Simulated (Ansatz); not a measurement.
Total energies of GaSb₂⁻ from Ansatz at PBE0-D4/def2-TZVPD, gas phase (1 Eh = 27.2114 eV = 2625.5 kJ/mol). The reference geometry is relaxed at B3LYP-D4/def2-TZVPD.

```xyz
3

Ga    1.0413    0.2644    1.2582
Sb    0.1203    0.7915   -1.3536
Sb   -1.1616   -1.0559    0.0955
```

```csv
state,geometry,energy (Eh)
charge -1 singlet,reference,-2405.24579
charge 0 doublet,reference,-2405.16650
charge -1 triplet,relaxed at B3LYP-D4/def2-TZVPD,-2405.23101
charge -1 quintet,relaxed at B3LYP-D4/def2-TZVPD,-2405.16463
```

In the def2 sets Sb takes a core potential; there is no spin–orbit coupling.

Problem. Work out the vertical ionisation energy to the doublet.

Solution. E(charge 0 doublet) − E(charge -1 singlet) = -2405.16650 − (-2405.24579) = 0.07929 Eh = 2.16 eV. For comparison, −ε of the highest occupied level is 0.60 eV at this level, 1.56 eV less.

Problem. Which of the charge -1 states is lowest, and how far above it are the others?

Solution. The singlet. triplet: -2405.23101 − (-2405.24579) = 0.01478 Eh = 38.8 kJ/mol; quintet: -2405.16463 − (-2405.24579) = 0.08116 Eh = 213.1 kJ/mol.

At PBE0-D4/def2-TZVPD the highest occupied level of the charge -1 quintet lies above zero (up to 0.69 eV). It is a level of α spin, whose loss leaves a quartet; that state wasn't run at this geometry and level. The electron is either unbound and held by the finite basis, or the level is raised by self-interaction error. 

The structure comes from a short search, and lower isomers may exist.
